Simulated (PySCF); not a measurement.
Species: C₄H₁₁OSi (doublet state).
Atom-mapped SMILES: `[CH3:1][CH2:2][CH:3][CH2:4][O:5][SiH3:6]` (hydrogens: H7, H8, H9 on C1; H10, H11 on C2; H12 on C3; H13, H14 on C4; H15, H16, H17 on Si6)

Geometry (GFN2-xTB, Å), atoms numbered from 1 in this order:
```xyz
17
C4H11OSi angstrom
C     -2.9231    0.3509    0.5319
C     -1.4421    0.0343    0.7373
C     -0.6323    0.2907   -0.4718
C      0.8131    0.5745   -0.3863
O      1.5308   -0.6428   -0.2119
Si     3.1165   -0.8788   -0.0160
H     -3.4888    0.1268    1.4329
H     -3.0535    1.4039    0.2946
H     -3.3289   -0.2380   -0.2870
H     -1.0454    0.6112    1.5775
H     -1.3524   -1.0271    1.0188
H     -1.0438    0.0182   -1.4290
H      1.1766    1.0586   -1.3005
H      1.0368    1.2256    0.4687
H      3.1260   -2.3243    0.1354
H      3.6225   -0.1660    1.1635
H      3.8810   -0.4059   -1.1756
```

The hyperfine couplings belong to this conformer and change with its torsions.

Theory: PySCF 2.14.0, UKS B3LYP, pcH-1 on C H O Si, non-relativistic, mean-field spin-orbit, GIAO. The structure is a single GFN2-xTB conformer in the gas phase; no vibrational or solvent corrections. The geometry wasn't refined by DFT: couplings that depend on bond lengths, twists or pyramidal angles can differ widely from those at the functional's own minimum. Stability of the SCF solution: not tested.

Question: Match the computed a_iso(13C) values +101.3, -30.8, +27.1, -12.9 MHz with the sites C1; C2; C3; C4.

Answer: 
```json
{"site": "C1", "a_iso (MHz)": "+27.1", "ρ(0) (bohr⁻³)": "+0.0241", "position": "2 bonds from C3", "distance from C3 (Å)": "2.50", "spin population": "+0.01", "largest |T| (MHz)": "4.4"}
{"site": "C2", "a_iso (MHz)": "-30.8", "ρ(0) (bohr⁻³)": "-0.0274", "position": "1 bond from C3", "distance from C3 (Å)": "1.48", "spin population": "-0.08", "largest |T| (MHz)": "2.4"}
{"site": "C3", "a_iso (MHz)": "+101.3", "ρ(0) (bohr⁻³)": "+0.0902", "position": "largest spin population", "distance from C3 (Å)": "0.00", "spin population": "+1.02", "largest |T| (MHz)": "159.1"}
{"site": "C4", "a_iso (MHz)": "-12.9", "ρ(0) (bohr⁻³)": "-0.0114", "position": "1 bond from C3", "distance from C3 (Å)": "1.48", "spin population": "-0.05", "largest |T| (MHz)": "2.3"}
```

ρ(0) is the spin density at the nucleus and T the dipolar tensor; a_iso includes a spin–orbit part; entries for several nuclei are means. The largest Mulliken spin populations are on C3 (+1.02), C2 (-0.08) and H11 (+0.06). C3 is the only atom above +0.15. The angles at C3 add up to 358.1°, so it is nearly planar; its axial dipolar tensor and the negative coupling of its proton fit spin in a p orbital normal to that plane.

Nuclei that the bonding pattern makes equivalent are averaged, as if the motion that swaps them (rotation, inversion, ring flip) were fast. The 1H value of +87.9 MHz is a mean of couplings from 28.3 to 147.5 MHz in this one geometry, not an average over conformers.
